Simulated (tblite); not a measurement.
Compound: C₆H₇F.
Numbering: `[CH3:1][C:2]1=[C:3]([F:4])[CH2:5][CH:6]=[CH:7]1` (hydrogens: H8, H9, H10 on C1; H11, H12 on C5; H13 on C6; H14 on C7)

Computed with GFN2-xTB (tblite), gas phase: Langevin dynamics at 200 K from the optimised GFN2-xTB geometry, time step 0.5 fs, friction 0.01 fs⁻¹, 2000 steps.

Start geometry:
```
atom  x, y, z in Å
C1      2.079    0.009   -0.247
C2      0.600    0.010   -0.079
C3     -0.180   -0.922    0.488
F4      0.217   -2.086    1.036
C5     -1.622   -0.539    0.462
C6     -1.555    0.787   -0.222
C7     -0.283    1.078   -0.521
H8      2.340    0.076   -1.303
H9      2.507   -0.900    0.166
H10     2.516    0.869    0.261
H11    -2.043   -0.467    1.467
H12    -2.226   -1.262   -0.091
H13    -2.426    1.383   -0.422
H14     0.076    1.963   -1.016
```

The statistics below take the 31 frames saved every 25 fs from 250 to 1000 fs; their kinetic temperature (all 3N coordinates) averages 167 K.

**Question.** Give the mean, spread and extremes of the bond lengths.

**Answer.** 
| bond | start (Å) | mean (Å) | standard deviation (Å) | shortest (Å) | longest (Å) |
| --- | --- | --- | --- | --- | --- |
| C1–C2 | 1.489 | 1.486 | 0.023 | 1.430 | 1.539 |
| C2=C3 | 1.341 | 1.343 | 0.018 | 1.310 | 1.381 |
| C3–F4 | 1.346 | 1.353 | 0.028 | 1.293 | 1.399 |
| C3–C5 | 1.491 | 1.493 | 0.027 | 1.424 | 1.548 |
| C5–C6 | 1.494 | 1.499 | 0.027 | 1.453 | 1.557 |
| C6=C7 | 1.339 | 1.341 | 0.021 | 1.308 | 1.389 |
| C2–C7 | 1.455 | 1.460 | 0.019 | 1.420 | 1.502 |
| C1–H8 | 1.090 | 1.090 | 0.020 | 1.049 | 1.134 |
| C1–H9 | 1.087 | 1.094 | 0.018 | 1.053 | 1.133 |
| C1–H10 | 1.090 | 1.090 | 0.023 | 1.032 | 1.140 |
| C5–H11 | 1.092 | 1.094 | 0.022 | 1.057 | 1.131 |
| C5–H12 | 1.092 | 1.097 | 0.020 | 1.061 | 1.137 |
| C6–H13 | 1.074 | 1.078 | 0.022 | 1.042 | 1.125 |
| C7–H14 | 1.075 | 1.076 | 0.023 | 1.031 | 1.141 |

**Question.** How widely does the potential energy scatter, against a harmonic estimate?

**Answer.** Mean 0.28 eV above the start, standard deviation 0.064 eV, range 0.17 to 0.41 eV. For 36 classical harmonic modes at 200 K the canonical values are 36kT/2 = 0.31 eV and kT·√(36/2) = 0.073 eV.

The run is classical and short, so these are rough statistics of one trajectory.

The cost below is that of the whole dynamics run. On one thread of an Arm Neoverse V2, no GPU, shared host, this took 7.9 s wall and 0.18 GiB of memory at its peak.
